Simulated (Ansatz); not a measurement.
`C[Se][AlH][Br]` + `[AsH3]` → `C[Se][AsH2]` + `[AlH2][Br]` at 298.15 K and 1 bar (ligand exchange at the Se–Al bond).

Program: Ansatz. Geometries: PBE0-D4/def2-TZVP. ΔE: electronic, gas phase. CCSD(T)/CBS is the MP2 limit (def2-TZVPP, def2-QZVPP) plus CCSD(T) − MP2 in def2-TZVPP, frozen cores. For As, Br, Se outer-core shells are correlated without core-valence functions, which leaves a few kJ/mol of doubt a bond. Scalar relativity is left out up to krypton. One conformer a species, not always the lowest.

| species | CCSD(T)/CBS energy (Eh) | H − E (kJ/mol) | S (J/(mol·K)) |
| --- | --- | --- | --- |
| `C[Se][AlH][Br]` | -5256.60483 | 143.2 | 374.3 |
| `[AsH3]` | -2236.79077 | 67.8 | 222.9 |
| `C[Se][AsH2]` | -4676.77761 | 158.9 | 338.7 |
| `[AlH2][Br]` | -2816.58301 | 49.0 | 265.0 |

H − E and S are ideal-gas, rigid-rotor, harmonic terms from PBE0-D4/def2-TZVP, for one conformer and one mirror image of each species. 1 Eh = 2625.50 kJ/mol, R = 8.31446 J/(mol·K).

Task: By hand: ΔE, ΔH, ΔS and ΔG.

Result: ΔE = (-4676.77761) + (-2816.58301) − (-5256.60483) − (-2236.79077) = 0.03498 Eh = 91.8 kJ/mol. Δ(H − E) = 158.9 + 49.0 − 143.2 − 67.8 = -3.1, so ΔH = 88.7 kJ/mol. ΔS = 338.7 + 265.0 − 374.3 − 222.9 = 6.5 J/(mol·K). ΔG = 88.7 − 298.15 × (6.5)/1000 = 86.8 kJ/mol.

Task: By hand: the equilibrium constant, and the temperature at which ΔG would vanish if ΔH and ΔS stayed fixed.

Result: log₁₀ K = −ΔG/(RT ln 10) = -15.2. ΔG = 0 at ΔH/ΔS = 13646 K, far beyond where these terms or the molecules hold.

The number of gas molecules stays the same, so ΔS is small and ΔH decides. A doubt of 5 kJ/mol in ΔE shifts log₁₀ K by 0.9 here. Other conformers and mirror images would add mixing entropy, several J/(mol·K) or more a flexible species. Modes under 60 cm⁻¹, often nearly free rotors, make the harmonic entropy too high. These are equilibria of isolated gas molecules and say nothing of rates. Largest T1 diagnostic: 0.011 (customary marks: 0.02 for closed shells, 0.045 for open ones).
